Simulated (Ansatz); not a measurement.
Ansatz results at the PBE0-D4/def2-TZVP geometry: HOMO energy (PBE/def2-TZVPP) -6.28 eV; HOMO energy (PBE0/def2-TZVPP) -7.47 eV; HOMO energy (ωB97M-V/def2-TZVPP) -9.50 eV.

Each molecule was computed in one conformer, which needn't be the lowest.

Task: Which molecule gave them?
A. `[NH2][SnH2][SiH2]O`
B. `N=C(O)BN`
C. `BC[NH][GeH3]`
D. `F[C@H]1[CH2][Ge@@H]1[F]`

Result: A. The others give `BC[NH][GeH3]`: -5.72, -6.93, -9.16; `N=C(O)BN`: -6.16, -7.71, -10.13; `F[C@H]1[CH2][Ge@@H]1[F]`: -5.83, -7.03, -9.20.
